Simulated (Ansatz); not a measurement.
The same molecule with X = Cu, Ag, Au. Ansatz, PBE0-D4/def2-TZVP geometries, multiplicity 1. Each molecule was computed in one conformer, which needn't be the lowest.

Elements past krypton have def2 core potentials. Scalar relativity is left out up to krypton.

```csv
X,molecule,mean X–O bond length / Å,HOMO–LUMO gap (PBE/def2-TZVPP) / eV,LUMO energy (PBE0/def2-TZVPP) / eV,size of the dipole moment (B3LYP/def2-TZVPP) / D
Ag,`C[O][Ag-][OH2+]`,2.094,2.07,-1.37,7.10
Au,`C[O][Au-][OH2+]`,2.035,2.57,-1.15,5.94
```

Task: Give the row for X = Cu, `C[O][Cu-][OH2+]`. (Best estimate.)

Result: The calculation gave: 
| X | molecule | mean X–O bond length / Å | HOMO–LUMO gap (PBE/def2-TZVPP) / eV | LUMO energy (PBE0/def2-TZVPP) / eV | size of the dipole moment (B3LYP/def2-TZVPP) / D |
| --- | --- | --- | --- | --- | --- |
| Cu | `C[O][Cu-][OH2+]` | 1.858 | 2.11 | -1.12 | 6.87 |

From Cu to Au the mean X–O bond length isn't monotonic: highest at Ag, lowest at Cu; the HOMO–LUMO gap (PBE/def2-TZVPP) isn't monotonic: highest at Au, lowest at Ag; the LUMO energy (PBE0/def2-TZVPP) isn't monotonic: highest at Cu, lowest at Ag. Dipoles are sizes alone, and their direction can turn along the series.

Positive LUMOs are unbound, so they and the gaps depend on the basis.

B3LYP here is the variant with VWN-RPA as its local correlation; programs differ in this.
